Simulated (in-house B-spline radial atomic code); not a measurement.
Checks on a self-consistent run for P8+, [He] 2s1 (2p1/2)2 (2p3/2)1 (5d3/2)1. Method: Dirac-Hartree-Fock, average of the jj configuration, Fermi nucleus of rms radius 3.1889 fm. Calculated with an all-electron radial atomic-structure program (B-spline basis).

```
orbital  q     ε (Eh)     <1/r>       <r²>  small-component weight
  1s1/2  2  -91.82886   14.6974  0.0142506               0.0028511
  2s1/2  1  -16.47300   3.16061    0.25414              0.00052475
  2p1/2  2  -14.86629   3.09046   0.207156              0.00050524
  2p3/2  1  -14.92049   3.07989    0.20743              0.00050511
  5d3/2  1   -1.66625  0.376158    15.6763              4.7138e-05
```

Electron-electron repulsion V_ee = 46.1159 hartree.

(1) What total energy follows from the eigenvalues?

(2) Does the Dirac virial theorem hold?

(3) What diamagnetic shielding (Lamb formula) and susceptibility (Langevin formula) do the radii give?

## Answers

(1) The eigenvalues count the repulsion twice, so E = Σqε - V_ee = -246.450 - 46.116 = -292.566 hartree; the run printed -292.566.

(2) For a point nucleus E = -2c²Σq·w, with w the small-component weight. Here Σq·w = 0.0077898 and c = 137.0360, so the ratio E/(-2c²Σq·w) is 1.000002.

(3) σ = (α²/3)Σq<1/r> = 42.1924/(3·137.036²) = 748.93 ppm, and χ = -0.79199×10⁻⁶·Σq<r²> = -13.13×10⁻⁶ cm³/mol with Σq<r²> = 16.581 bohr². Both are non-relativistic formulas without the paramagnetism of open shells.
